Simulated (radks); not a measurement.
Question: Mo16+, configuration [Ar] 3d8. Method: Dirac Kohn-Sham, BLYP, spin-unpolarised, spherical densities, finite nucleus; open shells fill j = l - 1/2 first; Fermi nuclear charge, rms radius 4.4091 fm; computed with a radial shooting solver on a logarithmic mesh with Libxc functionals.

Spin-orbit splittings of the eigenvalues, e(l+1/2) - e(l-1/2), with zeta = 2 splitting/(2l+1) and mean radii in bohr:

| shell | occ. | splitting (eV) | zeta (eV) | <r> j=l-1/2 | <r> j=l+1/2 |
|---|---|---|---|---|---|
| 2p | 6 | 107.0 | 71.33 | 0.1305 | 0.1350 |
| 3p | 6 | ? | ? | 0.4081 | 0.4174 |
| 3d | 8 | 3.789 | 1.516 | 0.3867 | 0.3896 |

Estimate the 3p splitting.

Answer: 19.06 eV (zeta = 12.70 eV).
